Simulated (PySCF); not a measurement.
Ga(Cl) cation (ClGa), SMILES [Ga][Cl] (connectivity only; charge and spin as stated), charge +1, multiplicity 2.

Geometry: PBE-D3(BJ)/def2-TZVP. The spin state was assumed, not searched.

Calculation: PBE-D3(BJ)/def2-TZVP run with PySCF.

Frequencies are harmonic and unscaled.

Computed normal modes with their intensities:
| mode | ν (cm⁻¹) | IR (km/mol) | moving atoms (share of kinetic energy) |
|---|---|---|---|
| 1 | 396 | 14.4 | Cl 66 %, Ga 34 % |
